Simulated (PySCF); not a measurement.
B2(mu-H)2(H)4, H6B2, singlet, B3LYP/def2-SVP optimised geometry.

```
8

B      0.59     0.66     0.01
B     -0.60    -0.66     0.00
H     -0.74     0.66     0.00
H      0.98     1.09     1.06
H      0.99     1.10    -1.04
H      0.73    -0.66     0.00
H     -0.99    -1.10     1.05
H     -0.98    -1.09    -1.05
```

Density from B3LYP/def2-TZVP (PySCF) at that geometry.

Minimum of the electron density along straight lines between bonded atoms, close to the bond critical point (lines longer than 1.1 times the sum of covalent radii, or with two minima, are not listed):

```csv
bond,length / Å,ρ at the minimum / e bohr⁻³,∇²ρ there / e bohr⁻⁵,position (fraction from the first atom)
B1–B2,1.777,0.113,-0.04,0.50
B1–H4,1.201,0.184,-0.40,0.44
B1–H5,1.202,0.184,-0.40,0.44
B2–H7,1.201,0.184,-0.40,0.44
B2–H8,1.202,0.184,-0.40,0.44
```
